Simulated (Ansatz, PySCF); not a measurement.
BaCl$_{2}$, charge -1, doublet, at a GFN2-xTB geometry (such geometries of metal compounds can be far from the true shape) (a state made from the parent by changing its charge; the spin is typed, not shown lowest) (core potentials on Ba). Base run: HF/def2-TZVP in PySCF.

PySCF was given this input:
```python
from pyscf import gto, scf

mol = gto.Mole()
mol.atom = '''
    Ba    0.003386    0.004122    0.004676
    Cl    1.854846    0.443651   -1.752226
    Cl   -1.866002   -0.457230    1.736823
'''
mol.basis = 'def2-tzvp'
mol.ecp = {'Ba': 'def2-tzvp'}
mol.charge = -1
mol.spin = 1
mol.verbose = 4
mol.build()

mf = scf.UHF(mol)
mf.kernel()
```

The same geometry, method and basis name were run in Ansatz (a first-principles code) and PySCF, at each program's defaults and at the settings that a row names. The base is PySCF at its defaults. Differences at the defaults can come from grids, fitting, cores and function types together.

```json
[
 {"code and settings": "PySCF, defaults (exact integrals, spherical functions)", "ΔE vs base (µEh)": "0.0", "basis functions": "114", "E (Eh)": "-944.31547", "SCF cycles": "13"},
 {"code and settings": "Ansatz, defaults (factorised integrals, spherical functions)", "ΔE vs base (µEh)": "-4074", "basis functions": "114", "E (Eh)": "-944.31954", "SCF cycles": "-"},
 {"code and settings": "PySCF, density fitting with def2-universal-jkfit", "ΔE vs base (µEh)": "86.8", "basis functions": "114", "E (Eh)": "-944.31538", "SCF cycles": "13"},
 {"code and settings": "Ansatz, high accuracy", "ΔE vs base (µEh)": "-4085", "basis functions": "114", "E (Eh)": "-944.31956", "SCF cycles": "-"}
]
```

Open shells are given as the SCF converged; they aren't shown to be the lowest states, and a large step between rows can be another state.
